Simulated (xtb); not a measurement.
CdI2, charge +1, doublet, geometry from GFN2-xTB (such geometries of metal compounds can be far from the true shape) (a state made from the parent by changing its charge; the spin is typed, not shown lowest); GFN2-xTB with ALPB(water) in xtb.

Input for xtb:
```
$ xtb mol.xyz --gfn 2 --chrg 1 --uhf 1 --alpb water --json

# file mol.xyz
3

Cd    -0.02135930     0.00986032     0.01528230
I     -0.24305620     2.07466686    -1.70162621
I      0.26240047    -2.08359696     1.68778564
```

The log (banner, timings and long lists left out):

```
   ID    Z sym.   atoms
    1   48 Cd     1
    2   53 I      2, 3

           -------------------------------------------------
          |                Calculation Setup                |
           -------------------------------------------------

           -------------------------------------------------
          |                 G F N 2 - x T B                 |
           -------------------------------------------------

      * Solvation model:               ALPB
        Solvent                        water
        Parameter file                 internal GFN2-xTB/ALPB
        Dielectric constant                8.0200E+01
        Reference state                gsolv [1 M gas/solution]
        Free energy shift                  1.0808E-03 Eh       6.7819E-01 kcal/mol
        Temperature                        2.9815E+02 K
        Density                            1.0000E+00 kg/L
        Solvent mass                       1.8000E+01 g/mol
        Interaction kernel             P16
        Born radius scaling (c1)           1.4744E+00
        Born radii integrator          GBOBC
        Born offset                        0.0000E+00 a0       0.0000E+00 AA
        H-bond correction              true
        Ion screening                  false
        Surface tension                    1.0000E-05 Eh       1.5569E+01 dyn/cm
        Grid points                               230 per atom

          ...................................................
          :                      SETUP                      :
          :.................................................:
          :  # basis functions                  24          :
          :  # atomic orbitals                  22          :
          :  # shells                            8          :
          :  # electrons                        15          :
          :  max. iterations                   250          :
          :  Hamiltonian                  GFN2-xTB          :
          :  restarted?                      false          :
          :  GBSA solvation                   true          :
          :  PC potential                    false          :
          :  electronic temp.          300.0000000     K    :
          :  accuracy                    1.0000000          :
          :  -> integral cutoff          0.2500000E+02      :
          :  -> integral neglect         0.1000000E-07      :
          :  -> SCF convergence          0.1000000E-05 Eh   :
[...]
         :: total energy              -7.850219768062 Eh    ::
[...]
        16                         -0.1057694              -2.8781
        17                         -0.1055214              -2.8714
        18                         -0.1055214              -2.8714
        19                         -0.0524224              -1.4265
       ...                                ...                  ...
        22                          1.9038881              51.8074
      -------------------------------------------------------------
                  HL-Gap            0.1577014 Eh            4.2913 eV
             Fermi-level           -0.4775832 Eh          -12.9957 eV

     #   Z          covCN         q      C6AA      α(0)
     1  48 Cd       1.666     0.422   191.598    26.569
     2  53 I        0.833     0.289   351.241    32.354
     3  53 I        0.833     0.289   351.242    32.354

 Mol. C6AA /au·bohr⁶  :       2629.641029
 Mol. C8AA /au·bohr⁸  :     242699.559655
 Mol. α(0) /au        :         91.275962

Wiberg/Mayer (AO) data.
largest (>0.10) Wiberg bond orders for each atom

 ---------------------------------------------------------------------------
     #   Z sym  total        # sym  WBO       # sym  WBO       # sym  WBO
 ---------------------------------------------------------------------------
     1  48 Cd   1.953 --     2 I    0.976     3 I    0.976
     2  53 I    0.976 --     1 Cd   0.976
     3  53 I    0.976 --     1 Cd   0.976
 ---------------------------------------------------------------------------

Topologies differ in total number of bonds
Writing topology from bond orders to xtbtopo.mol

molecular dipole:
                 x           y           z       tot (Debye)
 q only:       -0.006       0.003       0.005
   full:       -0.040       0.018       0.028       0.132
molecular quadrupole (traceless):
                xx          xy          yy          xz          yz          zz
 q only:       -7.291      -1.627       5.890       1.325     -10.906       1.400
  q+dip:       -0.769      -0.173       0.621       0.138      -1.150       0.148
   full:        1.193       0.265      -0.964      -0.218       1.784      -0.229

           -------------------------------------------------
          | TOTAL ENERGY               -7.850219768062 Eh   |
          | GRADIENT NORM               0.000345829185 Eh/α |
          | HOMO-LUMO GAP               4.291272904378 eV   |
           -------------------------------------------------

normal termination of xtb
```
